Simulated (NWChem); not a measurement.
SiNH2I, singlet; SMILES N[Si]I

```xyz
5

Si     0.7027     1.5899     0.0000
I     -0.0229    -0.8237     0.0000
N     -0.8484     2.3169     0.0000
H     -1.7503     1.8475     0.0000
H     -0.9381     3.3300     0.0000
```
Atoms are numbered in this order, from 1.

Program: NWChem. Low-valent species are run as closed-shell singlets; no triplet was tried in these runs. Structure relaxed at the PBE0/def2-SVP level. def2 effective core potentials on I; no spin-orbit coupling. Vertical excitations in the gas phase; the lowest state need not have the same character in each row.

```
level                    lowest excitation, singlet (eV)  oscillator strength of that lowest state  lowest state with f > 0.02, singlet (eV)  orbital gap (eV)
-----------------------  -------------------------------  ----------------------------------------  ----------------------------------------  ----------------
PBE/def2-SVP, TDA                                   3.66                                     0.009                                      4.30              3.28
B3LYP/def2-SVP, TDA                                 3.96                                     0.019                                      4.53              4.70
PBE0/def2-SVP, TDA                                  4.05                                     0.027                                      4.05              5.06
BHandHLYP/def2-SVP, TDA                             4.28                                     0.044                                      4.28              6.86
```
